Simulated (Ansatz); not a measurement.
Reaction (substitution at a C–Si bond): `N#C[SiH2]CF` + CH₃SH → `CSCF` + `N#C[SiH3]`

Program: Ansatz. Geometries: PBE0-D4/def2-TZVP. ΔE: electronic, gas phase. CCSD(T)/CBS adds triple-zeta CCSD(T) − MP2 to the extrapolated MP2 energy (def2 sets, frozen cores). This one scheme is used for every species. Functionals use def2-TZVPP. Each species was taken in one conformer, which may not be the lowest.

```tsv
level	ΔE (kJ/mol)
r2SCAN-D4	6.2
revPBE	7.6
BLYP	8.4
RPA@PBE/def2-TZVPP	10.0
HF/def2-SVP	15.3
CCSD/def2-SVP	9.4
CCSD/def2-TZVPP	11.3
CCSD(T)/def2-TZVPP	9.3
```

Task: What does CCSD(T)/CBS give? (Estimate.)

Result: Ansatz gave: +8.6 kJ/mol. The listed levels differ from it by -2.4, -1.0, -0.2, 1.4, 6.7, 0.8, 2.7, 0.7 kJ/mol.

Task: What do rigid-rotor, harmonic-oscillator terms from PBE0-D4/def2-TZVP frequencies (298.15 K, 1 bar) make of the CCSD(T)/CBS value? (Best estimate.)

Result: The calculation gave: ΔZPE = +0.9 kJ/mol, ΔH = +8.3 kJ/mol, ΔS = -16 J/(mol·K), ΔG = +13.0 kJ/mol.

Largest T1 diagnostic among the species: 0.013.

Leaving LDA and LC-ωPBE aside and taking each functional with its dispersion term where it has one, the values, not all of them listed here, spread over 6.0 kJ/mol, from revPBE-D4 to BHLYP-D4. LDA lies −4.3 kJ/mol from PBE without D4.
